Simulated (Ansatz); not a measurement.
```yaml
crystal:
  periodic: [false, false, false]
  atoms:
    - {symbol: N, position_ang: [-0.822290, 1.569615, -0.292038]}
    - {symbol: Si, position_ang: [-0.423924, 0.041215, 0.339608]}
    - {symbol: N, position_ang: [0.282954, 0.313843, 1.868657]}
    - {symbol: Si, position_ang: [0.812820, -1.108014, -1.283193]}
    - {symbol: Cl, position_ang: [-2.030380, -1.212890, 0.773139]}
    - {symbol: H, position_ang: [-1.302242, 2.241893, 0.287115]}
    - {symbol: H, position_ang: [-1.054146, 1.681305, -1.265598]}
    - {symbol: H, position_ang: [0.259247, -0.401111, 2.576223]}
    - {symbol: H, position_ang: [1.085699, 0.915649, 1.956829]}
    - {symbol: H, position_ang: [2.130913, -0.449927, -1.506250]}
    - {symbol: H, position_ang: [0.085660, -1.140462, -2.583401]}
    - {symbol: H, position_ang: [1.052587, -2.506418, -0.837191]}
basis:
  gaussian: {orbitals: cc-pVTZ, final_grid: {core_spheres: 20, valence_spheres: 16, degree: 47}}
hamiltonian: {xc: {name: PBE0-DH}}
scf: {lower_state_search: light}
output: {forces: true}
```

```sh
$ ansatz run in.yaml --threads 4 --pin off --events-out ev --progress --plain --max-ram 10444MiB
```

Shortened log:

```
Functional definition: PBE0-DH
1499 factors; integrals over basis functions are off by at most 9.7e-4 eV
mean field evaluation 1: about -31351.1697 eV, gradient 6.3e1 eV
mean field evaluation 2: about -31351.3322 eV, gradient 6.3e1 eV
mean field evaluation 4: about -31358.3995 eV, gradient 4.3e0 eV
mean field evaluation 8: about -31358.4528 eV, gradient 8.9e-2 eV
mean field evaluation 16: about -31358.4528 eV, gradient 1.8e-5 eV
mean field -31358.45281086 eV, -1152.4018852763 hartree, gradient 5.3e-6 eV, S^2 0.000000; 0 other end points of the search recorded, 0 dependent functions left out
17 core orbitals not correlated: weight in the atoms' cores, before any rotation towards them, 1.000 or more for the frozen orbitals, at most 0.000 for the correlated occupied ones
reference -31358.45283411 eV, -1152.4018861307 hartree; 16, 16 occupied and 227, 227 virtual orbitals, 1499 factors
second order -28.87076699 eV of doubles, -0.00000000 eV of singles
Total energy: -31362.06167998 eV, -1152.5345087704 hartree
Atom 0 at    -0.822290     1.569615    -0.292038 Å, force    -0.126849     0.160465    -0.072249 eV/Å
Atom 1 at    -0.423924     0.041215     0.339608 Å, force     0.051230     0.013494    -0.014793 eV/Å
Atom 2 at     0.282954     0.313843     1.868657 Å, force     0.119728    -0.009280     0.166607 eV/Å
Atom 3 at     0.812820    -1.108014    -1.283193 Å, force     0.026503    -0.036406    -0.044449 eV/Å
Atom 4 at    -2.030380    -1.212890     0.773139 Å, force    -0.025247    -0.007622     0.013064 eV/Å
Atom 5 at    -1.302242     2.241893     0.287115 Å, force     0.085112    -0.134109    -0.123976 eV/Å
Atom 6 at    -1.054146     1.681305    -1.265598 Å, force     0.028201    -0.016809     0.193665 eV/Å
Atom 7 at     0.259247    -0.401111     2.576223 Å, force     0.018431     0.136213    -0.139877 eV/Å
Atom 8 at     1.085699     0.915649     1.956829 Å, force    -0.155205    -0.129760    -0.012743 eV/Å
Atom 9 at     2.130913    -0.449927    -1.506250 Å, force    -0.046353    -0.024468     0.006858 eV/Å
Atom 10 at     0.085660    -1.140462    -2.583401 Å, force     0.029502     0.000655     0.047926 eV/Å
Atom 11 at     1.052587    -2.506418    -0.837191 Å, force    -0.005052     0.047626    -0.020034 eV/Å
Dipole moment:     0.232582     0.388293     0.073021 e Å
```

Run time 27 s (4 threads of an Arm Neoverse V1 on a shared host); peak host memory 0.87 GiB.
